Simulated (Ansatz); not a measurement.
`Cl[Si](Cl)([SeH])[SeH]` + CH₃OH → `CO[Si](Cl)(Cl)[SeH]` + H₂Se  (ligand exchange at the Si–Se bond)

Isolated molecules relaxed with PBE0-D4/def2-TZVP in Ansatz; ΔE leaves out vibrations. CCSD(T)/CBS adds triple-zeta CCSD(T) − MP2 to the extrapolated MP2 energy (def2 sets, frozen cores). This one scheme is used for every species. Functionals use def2-TZVPP. B3LYP here is the variant with VWN-RPA as its local correlation; programs differ in this. For Se outer-core shells are correlated without core-valence functions, which leaves a few kJ/mol of doubt a bond. Scalar relativity is left out up to krypton. One conformer a species, not always the lowest.

`Cl[Si](Cl)([SeH])[SeH]`:

Cartesian coordinates in Å:
```
Cl 1.542 -0.285 -1.857
Si 0.389 -0.399 -0.174
Cl 0.826 -2.141 0.801
Se -1.816 -0.571 -0.619
Se 0.966 1.442 0.998
H -1.857 0.791 -1.172
H -0.051 1.163 2.023
```

CH₃OH:

Cartesian coordinates in Å:
```
C 0.101 -0.125 -0.318
O -0.793 0.325 0.674
H -0.496 -0.384 -1.193
H 0.654 -1.020 -0.007
H 0.822 0.647 -0.613
H -0.289 0.557 1.456
```

`CO[Si](Cl)(Cl)[SeH]`:

```xyz
10

C     1.371    0.823   -0.621
O     1.012   -0.230    0.257
Si   -0.491   -0.594    0.724
Cl   -1.431    1.032    1.535
Cl   -0.305   -2.003    2.172
Se   -1.651   -1.324   -1.075
H     1.164    1.794   -0.163
H     2.440    0.739   -0.814
H     0.828    0.752   -1.567
H    -2.936   -0.990   -0.450
```

H₂Se:

Cartesian coordinates in Å:
```
Se 0.107 0.067 0.673
H -1.031 0.325 -0.216
H 0.924 -0.392 -0.456
```

Question: Is it downhill or uphill in electronic energy at CCSD(T)/CBS, and by how much? (An estimate is asked.)

Answer: Ansatz gave: Downhill: ΔE = -44.8 kJ/mol.

Question: What do these levels give: r2SCAN-D4, B3LYP-D4, PBE, CCSD/def2-TZVPP, SCS-MP2/def2-QZVPP, MP2/CBS(def2)? (Estimate.)

Answer: Computed: r2SCAN-D4 -46.3, B3LYP-D4 -48.0, PBE -32.7, CCSD/def2-TZVPP -53.5, SCS-MP2/def2-QZVPP -47.2, MP2/CBS(def2) -38.4 kJ/mol.

Largest T1 diagnostic among the species: 0.010.

In def2-TZVPP, CCSD(T) changes the Hartree–Fock value by +12.4 kJ/mol (the triples alone add +2.4 kJ/mol) and MP2 by +18.7 kJ/mol. From PBE to PBE0 (25 % exact exchange), in def2-TZVPP and without D4, ΔE moves by −3.6 kJ/mol.
